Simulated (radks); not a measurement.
The numbers below are computed, except where a source is named.
Spin polarisation of the 2s1 shell in Be+. Start: [He] 2s(up 0.5, down 0.5); electrons of 2s are moved from spin down to spin up, other shells keep equal spins. Level of theory: scalar-relativistic Kohn-Sham, r2SCAN, spin-polarised, spherical densities, finite nucleus; meta-GGA in the generalised Kohn-Sham scheme; Fermi nuclear charge, rms radius of each element as measured or else 0.836 A^(1/3) + 0.57 fm (a radial shooting solver on a logarithmic mesh with Libxc functionals).

| moment (Bohr magnetons) | E - E(0) (eV) | e(2s up) (eV) | e(2s down) (eV) | 1s down minus up (eV) |
|---|---|---|---|---|
| 0 | 0.000 | -13.641 | -13.641 | 0.000 |
| 0.25 | -0.048 | -13.992 | -13.212 | 0.103 |
| 0.5 | -0.198 | -14.290 | -12.667 | 0.207 |
| 0.75 | -0.457 | -14.521 | -12.015 | 0.307 |

At moment 0.75 the spin-polarisation energy is -0.457 eV and the 2s exchange splitting 2.506 eV, that is 3.341 eV per Bohr magneton; E = -I m^2/4 would give I = 3.250 eV.
